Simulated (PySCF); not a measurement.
# Working out the excitation energy of Be

Be [He] 2s2 (1S) → Be [He] 2s1 2p1 (3P). Calculation: PySCF 2.14, in aug-cc-pVDZ; no relativity, point nucleus. Frozen: 1s2. Energies in hartree (1 hartree = 27.21139 eV):

```json
{"part": "UHF", "Be (lower)": "-14.572380", "Be (upper)": "-14.512413"}
{"part": "CCSD correlation", "Be (lower)": "-0.044522", "Be (upper)": "-0.004228"}
{"part": "(T)", "Be (lower)": "0.000000", "Be (upper)": "0.000000"}
```

Task: What does Hartree-Fock give?

Result: (-14.512413) − (-14.572380) = 0.059967 hartree = 1.632 eV.

Task: What do CCSD and CCSD(T) give?

Result: The CCSD correlation energies differ by 0.040294 hartree = 1.096 eV and the triples by 0.000000 hartree = 0.000 eV, so CCSD gives 2.728 eV and CCSD(T) 2.728 eV.

Measured between the centres of the two terms (NIST): 2.725 eV, so CCSD(T) (valence) is off by 0.003 eV.

A double-zeta basis recovers only part of the correlation energy.

What remains against the reference includes basis incompleteness, the frozen core and higher excitations.
